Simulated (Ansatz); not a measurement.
Compare A (`CB1OC1C`) with its isomer B (`CC1CB1O`).

Computed with Ansatz on PBE0-D4/def2-TZVP structures; ΔE is electronic, products minus reactants. CBS: MP2 limit from def2 TZ/QZ plus the TZ coupled-cluster correction, frozen cores. DFT in def2-TZVPP. B3LYP here is the variant with VWN-RPA as its local correlation; programs differ in this. One conformer a species, not always the lowest.

A:

```xyz
12

C     1.2754    1.0265   -1.3702
B     0.3519   -0.0121   -0.6978
O     0.3145   -1.3288   -0.4830
C    -0.8345   -0.5383    0.0874
C    -0.9322   -0.5692    1.5811
H     2.1564    0.5724   -1.8275
H     1.6042    1.7677   -0.6354
H     0.7266    1.5820   -2.1364
H    -1.7595   -0.7911   -0.4294
H     0.0164   -0.3087    2.0550
H    -1.2371   -1.5554    1.9444
H    -1.6820    0.1551    1.9118
```

B:

Z-matrix (Å, degrees):
```
C
C 1 1.509
H 1 1.095 2 111.6
H 1 1.093 2 111.2 3 120.7
H 1 1.094 2 111.3 3 -120.0
C 2 1.576 1 118.5 3 76.1
B 2 1.517 1 123.7 3 146.0
H 2 1.089 1 113.8 3 -59.9
H 6 1.086 2 116.7 1 -132.6
H 6 1.088 2 115.8 1 3.3
O 7 1.341 2 147.4 1 71.0
H 11 0.962 7 112.9 2 -177.2
```

(1) Which isomer does CCSD(T)/CBS put lower? Give the gap. (Estimate.)

(2) Give E(B) − E(A) in kcal/mol with PBE0-D4, MP2/def2-TZVPP, r2SCAN-D4, HF/def2-TZVPP, B3LYP-D4, PBE-D4, CCSD(T)/def2-TZVPP. (An estimate is asked.)

(3) Does the order hold for the free energy at 298.15 K (harmonic terms from PBE0-D4)? (Estimate.)

Largest T1 diagnostic: 0.013.

## Answers

(1) The calculation gave: A, by 2.5 kcal/mol.

(2) The calculation gave: PBE0-D4 1.8, MP2/def2-TZVPP 2.2, r2SCAN-D4 3.4, HF/def2-TZVPP 1.7, B3LYP-D4 3.2, PBE-D4 3.4, CCSD(T)/def2-TZVPP 3.0. None reverses the order clearly.

(3) Ansatz gave: Yes: G(B) − G(A) = +3.5 kcal/mol, for one conformer each.

From BLYP to BHLYP (50 % exact exchange), in def2-TZVPP and without D4, E(B) − E(A) moves by −3.2 kcal/mol. Leaving LDA and LC-ωPBE aside and taking each functional with its dispersion term where it has one, the values, not all of them listed here, spread over 3.1 kcal/mol, from PBE-QIDH to BLYP-D4. LDA lies −2.6 kcal/mol from PBE without D4.
